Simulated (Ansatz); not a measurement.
Cost and result for the atomization energy of C$_{3}$H$_{7}$AlO$_{2}$ (13 atoms, 13 bonds).

Cartesian coordinates in Å:
```
C 0.4787 1.2140 -1.1605
C -0.6769 0.2236 -1.3003
Al -0.8806 -1.0390 0.1760
C 0.0858 -0.6507 1.8302
O 0.7739 -1.4300 1.1144
O 0.5493 -0.2581 2.9836
H 1.4401 0.7009 -1.0700
H 0.5519 1.8882 -2.0193
H 0.3677 1.8384 -0.2694
H -1.6257 0.7629 -1.4183
H -0.5704 -0.3548 -2.2272
H -1.9196 -2.2307 0.2383
H 1.4260 -0.6645 3.1225
```

Charge 0, multiplicity 1. The bonds changed during the relaxation, so this is another structure than the one it started from. All single points use the PBE0-D4/def2-TZVP geometry. It is one conformer, not always the lowest. Program: Ansatz. All runs use 4 threads of an Arm Neoverse V2 on a shared host. Times are those of one run each, without the atoms' runs, and a repeat can differ threefold. Electronic energies, without spin–orbit coupling; frozen cores. CCSD(T)/CBS adds CCSD(T) − MP2 in def2-TZVPP to the MP2 limit, and its time is that of the two runs behind it. T1 = 0.014. B3LYP takes the VWN-RPA correlation (the form of Gaussian; ORCA's B3LYP/G).

CCSD(T)/CBS is a level of theory with its own doubt, some kJ/mol a heavy atom from the limit and from the frozen cores, so smaller differences don't rank the functionals.

| level | functions | wall time | atomization (kJ/mol) | difference from CCSD(T)/CBS | per bond |
| --- | --- | --- | --- | --- | --- |
| PBE-D4/def2-TZVPP (with forces) | 295 | 2.6 s | 5156.1 | 119.5 | 9.2 |
| PBE0-D4/def2-TZVPP | 295 | 3.2 s | 5042.4 | 5.8 | 0.4 |
| r2SCAN-D4/def2-TZVPP (with forces) | 295 | 4.9 s | 5060.6 | 24.0 | 1.8 |
| B3LYP-D4/def2-TZVPP (with forces) | 295 | 5 s | 5022.5 | -14.1 | -1.1 |
| B2PLYP/def2-TZVPP | 295 | 6 s | 4980.4 | -56.2 | -4.3 |
| ωB97X-V/def2-TZVPP | 295 | 8.5 s | 5048.5 | 11.9 | 0.9 |
| ωB97M-V/def2-TZVPP (with forces) | 295 | 12 s | 5056.6 | 20.0 | 1.5 |
| MP2/def2-QZVPP | 565 | 27 s | 5088.3 | 51.7 | 4.0 |
| CCSD(T)/def2-TZVPP | 295 | 11 min | 4907.3 | -129.3 | -9.9 |
| CCSD(T)/CBS(def2) | – | 11 min | 5036.6 | 0.0 | 0.0 |

In def2-TZVPP, CCSD(T) changes the Hartree–Fock value by +1294.6 kJ/mol (the triples alone add +83.4 kJ/mol) and MP2 by +1399.0 kJ/mol; breaking electron pairs costs correlation energy, which Hartree–Fock lacks. From PBE to PBE0 (25 % exact exchange), in def2-TZVPP and without D4, the atomization energy moves by −110.1 kJ/mol: exact exchange takes away binding that semilocal exchange gives to molecules. The D4 term adds +38.8 kJ/mol with B3LYP and +20.7 kJ/mol with PBE0; it sums over pairs of atoms, weighted by their polarisabilities, and B3LYP, whose exchange is more repulsive, gets the larger term.
